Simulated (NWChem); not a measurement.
Molecule: C₃H₅BO₂; SMILES C(#CC)B(O)O

```xyz
11

C      0.0005     3.0152     0.0014
C      0.0147     1.5636     0.0023
C      0.0427     0.3454     0.0018
B      0.0324    -1.1936     0.0013
O      1.2037    -1.8763     0.0157
O     -1.1376    -1.8992    -0.0133
H     -0.7342     3.4073     0.7221
H     -0.2672     3.4039    -0.9939
H      0.9886     3.4221     0.2673
H      1.0482    -2.8277     0.0136
H     -1.9087    -1.3249    -0.0230
```
Atoms are numbered in this order, from 1.

Computed with NWChem. Pople sets run with spherical d functions. Structure relaxed at the PBE0/def2-SVP level. Atomic charges in e: unrestrained fits to the electrostatic potential beside Mulliken populations; buried atoms are poorly determined by the fit.

For level Hartree-Fock/6-31G*:

```yaml
Mulliken C1: -0.57
ESP B4: 1.05
Mulliken B4: 0.72
ESP O5: -0.77
Mulliken O5: -0.73
```

Task: Estimate the same quantities for level B3LYP/def2-SVP.

Result: The Mulliken C1 comes out as 0.08, the ESP B4 comes out as 0.82 and the Mulliken B4 is -0.13. The ESP O5 comes out as -0.65 and the Mulliken O5 is -0.11.
